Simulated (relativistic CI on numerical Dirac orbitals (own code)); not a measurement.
## Pm6+: q coefficients and field-shift factors

Computed by Dirac-Coulomb-Breit CI, separate exchange-only KLI orbitals for each configuration, derivatives by finite differences, unscaled Slater integrals, QED left out (own radial code, finite nucleus).

Configurations in the expansion (outside the closed core [Kr] 4d10): 4f3 5s2 5p4, 4f2 5s 5p6, 4f 5s2 5p5 5d, 4f 5s2 5p5 6s, 4f2 5s2 5p4 6s. The list is cut by size and lacks configurations that can hold low levels.

With x = (α/α₀)² − 1 an excitation energy changes as ω = ω₀ + qx; K = 2q/ω₀ is the relative enhancement. Terms are leading LS components, so labels can repeat. The field-shift factor is F = δν/δ⟨r²⟩ for the transition from the lowest level.

Lowest level 4f3 5s2 5p4 6H°_5/2.

```csv
Level,ω₀ (cm⁻¹),q (cm⁻¹),F (GHz/fm²)
4f3 5s2 5p4 6H°_7/2,559.7,1062,-0.0155
4f3 5s2 5p4 6I°_9/2,1075.6,1679,-0.00264
4f3 5s2 5p4 6I°_11/2,1914.4,2412,0.0352
4f3 5s2 5p4 6I°_13/2,3227.5,3383,0.0919
4f3 5s2 5p4 6I°_15/2,5070.6,4524,0.164
4f3 5s2 5p4 6K°_17/2,7455.7,5577,0.25
4f3 5s2 5p4 4I°_9/2,9553.1,3810,-0.039
4f3 5s2 5p4 6I°_7/2,9758.9,5415,-0.151
4f3 5s2 5p4 6K°_19/2,10395.6,6078,0.365
4f3 5s2 5p4 6H°_11/2,10852.7,4271,-0.0181
4f3 5s2 5p4 4K°_13/2,11793.4,3217,0.0213
4f3 5s2 5p4 4K°_15/2,12762.7,4271,0.0972
4f3 5s2 5p4 4K°_17/2,14088.5,6540,0.153
4f3 5s2 5p4 6D°_1/2,14123.7,3142,0.194
4f3 5s2 5p4 6D°_3/2,14254.6,3169,0.219
4f3 5s2 5p4 6D°_5/2,15143.4,3720,0.243
4f3 5s2 5p4 6H°_13/2,16242.2,5228,0.0338
4f3 5s2 5p4 6F°_7/2,16774.0,4733,0.268
4f3 5s2 5p4 4I°_9/2,16880.5,4189,0.17
4f3 5s2 5p4 2I°_11/2,17621.9,4547,-0.0333
4f3 5s2 5p4 6H°_15/2,18200.7,10190,0.0659
4f3 5s2 5p4 6F°_1/2,18344.1,5809,0.127
4f3 5s2 5p4 6G°_11/2,18481.7,4013,0.368
```

At this charge configurations can still be misplaced by up to about 7 % of their energy. Terms inside the open d or f shell come out 10 to 20 % too wide with unscaled integrals. Levels and lines within the n = 5 or 6 shells can be off by up to 10 % or somewhat more, and those that change n by about 2 %, since core polarisation is missing.

(1) Which transition from the lowest level has the largest |K|?

Results:

(1) 4f3 5s2 5p4 6H°_7/2 at 559.7 cm⁻¹, K = 3.79.
